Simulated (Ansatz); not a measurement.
Consider the isomerisation: `CC#[C][GeH2][NH2]` → `[CH]1=NC[CH2][GeH2]1`.

Calculated with Ansatz (gas phase, PBE0-D4/def2-TZVP geometries, no zero-point term in ΔE). CBS: MP2 limit from def2 TZ/QZ plus the TZ coupled-cluster correction, frozen cores. DFT in def2-TZVPP. B3LYP here is the variant with VWN-RPA as its local correlation; programs differ in this. For Ge outer-core shells are correlated without core-valence functions, which leaves a few kJ/mol of doubt a bond. Scalar relativity is left out up to krypton. One conformer a species, not always the lowest.

`CC#[C][GeH2][NH2]`:

```xyz
12

C    -0.574    1.245   -2.410
C    -0.190    0.785   -1.091
C     0.131    0.404    0.010
Ge    0.622   -0.231    1.738
N     0.184   -1.994    2.023
H    -0.848    0.404   -3.052
H    -1.431    1.921   -2.354
H     0.249    1.781   -2.890
H     2.144   -0.112    1.885
H    -0.125    0.598    2.790
H     0.649   -2.628    1.386
H    -0.811   -2.171    1.966
```

`[CH]1=NC[CH2][GeH2]1`:

```xyz
12

C    -1.340   -0.447   -0.755
N    -1.555    0.457    0.103
C    -0.415    0.943    0.870
C     0.954    0.334    0.506
Ge    0.543   -1.003   -0.865
H    -2.189   -0.820   -1.328
H    -0.406    2.031    0.754
H    -0.657    0.764    1.922
H     1.635    1.087    0.107
H     1.436   -0.123    1.370
H     0.792   -2.465   -0.450
H     1.202   -0.758   -2.234
```

```
             level  ΔE (kJ/mol)  difference from CCSD(T)/CBS
            PBE-D4        -44.9                        -23.5
         r2SCAN-D4        -31.6                        -10.2
           PBE0-D4        -43.1                        -21.7
          B3LYP-D4        -21.9                         -0.5
           ωB97X-V        -35.0                        -13.6
           ωB97M-V        -24.9                         -3.5
             B3LYP        -12.7                          8.7
    MP2/def2-TZVPP         -9.5                         11.9
SCS-MP2/def2-TZVPP         -5.2                         16.2
CCSD(T)/def2-TZVPP        -19.8                          1.6
     HF/def2-QZVPP         13.5                         34.9
    MP2/def2-QZVPP        -10.3                         11.1
SCS-MP2/def2-QZVPP         -5.4                         16.0
      HF/CBS(def2)         13.5                         34.9
     MP2/CBS(def2)        -11.1                         10.3
    CCSD/CBS(def2)        -17.2                          4.2
       CCSD(T)/CBS        -21.4                            0
```

Largest T1 diagnostic among the species: 0.012.

The D4 term adds −9.2 kJ/mol with B3LYP and −4.5 kJ/mol with PBE0; it sums over pairs of atoms, weighted by their polarisabilities, and B3LYP, whose exchange is more repulsive, gets the larger term. In def2-TZVPP, CCSD(T) changes the Hartree–Fock value by −33.2 kJ/mol (the triples alone add −4.3 kJ/mol) and MP2 by −22.8 kJ/mol.
